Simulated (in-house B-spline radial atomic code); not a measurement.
# Fe II (Fe+): [Ar] 3d6 4s1

Computed with a radial B-spline atomic code at the basis-set limit: Dirac-Kohn-Sham BLYP, spherical fractional occupations, Fermi nucleus of rms radius 3.7377 fm.

Screening seen three ways: the hydrogenic charge with the same mean radius, Z_r = [3n² - l(l+1)]/(2<r>), the one with the same energy, Z_e = n√(-2ε), and Slater's rules. Values are occupation-weighted means over j.

| shell | electrons | ε (eV) | <r> (bohr) | Z_r | Z_e | Slater |
| --- | --- | --- | --- | --- | --- | --- |
| 1s | 2 | -7008.3 | 0.05845 | 25.66 | 22.70 | 25.70 |
| 2s | 2 | -828.01 | 0.2668 | 22.49 | 15.60 | 21.85 |
| 2p | 6 | -707.02 | 0.2354 | 21.24 | 14.42 | 21.85 |
| 3s | 2 | -102.29 | 0.8109 | 16.65 | 8.23 | 14.75 |
| 3p | 6 | -68.426 | 0.858 | 14.57 | 6.73 | 14.75 |
| 3d | 6 | -15.909 | 1.115 | 9.42 | 3.24 | 6.25 |
| 4s | 1 | -12.41 | 2.707 | 8.87 | 3.82 | 4.10 |

The least bound orbital is 4s1/2 at -12.41 eV, and it is also the most diffuse (<r> = 2.707 bohr).

Spin-orbit splittings of the orbital energies (j = l + 1/2 above j = l - 1/2 when positive): 2p 12.5 eV, 3p 1.547 eV, 3d 0.1547 eV.

For the 1s electron the small component carries 0.875 % of the norm, the zero-frequency Breit interaction raises the level by 8.362 eV, self-energy by 4.129 eV, and vacuum polarisation lowers it by 0.3519 eV.
